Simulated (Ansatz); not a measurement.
H3O3Sn, SMILES [OH][Sn+]([OH])[OH], charge +1.

The structure is a stationary point at PBE0-D3(BJ)/def2-SVP. The spin state was assumed, not searched. The isomer is the one that the SMILES or the coordinates give; other isomers of the formula were not compared. The def2 effective core potentials stand for the cores of Sn; spin–orbit coupling is left out. The values are those of a single conformer.

Two levels are set side by side: PBE/def2-SVPD (Ansatz, an electronic-structure program) and PBE0/def2-SVPD (Ansatz). Energy differences of separate SCF runs at the same geometry; the states with an electron removed or added have multiplicity 2 and 2. Differences are taken from unrounded values.

```
quantity                            PBE0
---------------------------------  -----
vertical ionisation energy (eV)    17.70
vertical electron affinity (eV)     7.06
vertical singlet–triplet gap (eV)   4.21
```

What does PBE give, and how far is it from PBE0? (The exact figures need the calculation; the answer reports its results.)


| quantity | PBE | PBE minus PBE0 |
|---|---|---|
| vertical ionisation energy (eV) | 17.11 | -0.60 |
| vertical electron affinity (eV) | 7.06 | 0.01 |
| vertical singlet–triplet gap (eV) | 3.61 | -0.60 |
